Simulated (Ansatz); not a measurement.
Which is lower?

The two ends of one reaction step of BHBrClF2, singlet (PBE0-D4/def2-TZVP).

A:

B1  (0.117, -1.101, 0.331)
Br2  (-0.966, 1.801, -1.054)
F3  (-1.014, -1.196, 0.985)
F4  (0.213, -1.622, -0.867)
H5  (0.142, 2.477, -0.475)
Cl6  (1.507, -0.358, 1.081)
(Å)

B:

B1  (-0.750, -0.732, -0.338)
Br2  (-1.368, 0.897, -1.125)
F3  (-1.181, -1.092, 0.843)
F4  (0.053, -1.519, -1.005)
H5  (1.421, 1.777, 0.564)
Cl6  (1.824, 0.669, 1.061)
(Å)

Computed with Ansatz 0.2.0 (basis: def2-TZVPP); correlated methods freeze the cores. Filled d shells of the heavier atoms are correlated. The def2 sets are not built for correlating such inner shells, so the correlated values are less sure here. B3LYP uses VWN-RPA correlation.

Problem. Which structure is lower at CCSD(T), and by how much? (An estimate is asked for; the value comes from the calculation.)

Solution. The calculation gives: A, by 0.117 eV (electronic energy, against the other). By their contacts, A is a complex of BClF₂ ([F][B]([F])[Cl]) + HBr and B is a complex of BBrF₂ ([F][B]([F])[Br]) + HCl.

All methods give the same order:

```csv
method,E(B) − E(A) (eV)
SPW92,0.124
PBE-D4,0.115
BLYP-D4,0.127
r2SCAN-D4,0.128
B97M-V,0.152
PBE0-D4,0.122
B3LYP-D4,0.132
r2SCAN0-D4,0.130
BHLYP-D4,0.138
CAM-B3LYP-D4,0.141
wB97X-V,0.127
wB97M-V,0.127
B2PLYP,0.128
PBE-QIDH,0.119
RPA on PBE,0.111
HF,0.156
MP2,0.104
CCSD,0.121
CCSD(T),0.117
```

No T1 diagnostic of these runs exceeds 0.010.

Labels in which every atom is bracketed show which atoms are joined, not bond orders.

For scale, one of the runs: CCSD(T)/def2-TZVPP, 197 basis functions, launched by `ansatz run in.yaml --threads 4 --pin off --events-out ev --progress --plain --max-ram 9574MiB`. Time: 2.1 min of wall clock on 4 CPU threads of an Intel Xeon; the host was shared. Peak host memory: 2.6 GiB.
